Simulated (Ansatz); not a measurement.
Basis-set extrapolation for `[NH2][Al]([SH])[SH]` (PBE0-D4/def2-TZVP geometry, frozen core, Ansatz 0.2.0). Multiplicity 1, RHF reference.

```json
{"": "HF", "def2-TZVPP": "-1093.960804", "def2-QZVPP": "-1093.993166"}
{"": "MP2 correlation", "def2-TZVPP": "-0.643783", "def2-QZVPP": "-0.697621"}
{"": "CCSD(T) correlation", "def2-TZVPP": "-0.720730", "def2-QZVPP": "-0.771671"}
```

Energies in hartree. Use E(X) = E(∞) + A·exp(−7.88·√X) for Hartree–Fock and E(X) = E(∞) + B·X^(−2.97) for correlation, with X = 3 and 4.

What is the CCSD(T) energy at the basis-set limit?

HF limit: -1093.993166 + (-0.032362) × 0.13774 = -1093.99762. Correlation limit: -0.771671 + (-0.050941) × 0.74074 = -0.80941. Total: -1094.80703 hartree, 3.41 eV below CCSD(T)/def2-TZVPP.
